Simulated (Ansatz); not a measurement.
AsN (`N#[As]`), relaxed with RKS PBE0-D4/def2-TZVP in the Gaussian-basis code of Ansatz from a GFN2-xTB geometry. The force threshold is 0.005 eV/Å; the program also tests the step.

Charge 0, multiplicity 1.

Start:

```xyz
2

N     0.650   -0.325    0.302
As   -0.650    0.325   -0.302
```

By how much does the energy fall, and how many steps does the optimiser take? (Best estimate.)

Ansatz gave: 0.03 eV, in 3 steps.

Which bonds change most? (Best estimate.)

Computed: N1–As2 from 1.574 to 1.603 Å.

Give the relaxed structure. (Estimate.)

Computed: 
```xyz
2

N     0.662   -0.331    0.308
As   -0.662    0.331   -0.308
```
